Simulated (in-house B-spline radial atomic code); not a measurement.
Results of a calculation; reference values are marked as such.
# Correlation energy from the adiabatic connection: ω²r²/2 − Z/r, ω = 3.82, Z = 1

Two electrons in a singlet, external potential ω²r²/2 − Z/r, ω = 3.82, Z = 1 (atomic units). Full CI in B-splines (partial waves to l = 8, correlation up to 0.6 % small) with the density held fixed gives W(λ) = <V_ee>_λ − U, and E_c is the integral of W(λ) − W(0) from 0 to 1.

```csv
λ,W(λ) − W(0) (hartree)
0,0.00000
0.02,-0.00190
0.05,-0.00474
0.12,-0.01126
0.25,-0.02304
0.4,-0.03613
0.6,-0.05278
0.8,-0.06857
1,-0.08356
```

Task: Integrate the table by the trapezoid rule.

Result: The strips give -0.00002, -0.00010, -0.00056, -0.00223, -0.00444, -0.00889, -0.01214, -0.01521, which sum to -0.04358 hartree. The direct value, W(1) − W(0) + T_c with T_c = 0.03992, is -0.04364; the curve is convex, so chords lie above it and the trapezoids fall short in size by 0.13 %.

Task: Now use only three numbers: W(0) = -1.688, the initial slope W'(0) = -0.09538 (extrapolated from the first points) and the strong-coupling limit of the point-charge-plus-continuum model, W∞ = -2.3249. What do second-order theory and the interpolation W(λ) = W∞ + (W(0) − W∞)/√(1 + 2χλ) of Seidl, Perdew and Levy give?

Result: Second order keeps the slope alone: E_c = W'(0)/2 = -0.04769, +9 % in size against -0.04364. Matching the slope fixes χ = W'(0)/(W∞ − W(0)) = -0.09538/(-0.63690) = 0.14976. Integrating, with s = √(1 + 2χ) = 1.139962, E_c = −(W(0) − W∞)(s − 1)/(s + 1) = −0.63690 × 0.139962/2.139962 = -0.04166 hartree, -4.5 % in size against the full result. At λ = 1 the formula gives W − W(0) = -0.07820 against -0.08356. Part of the miss can come from the model's W∞.
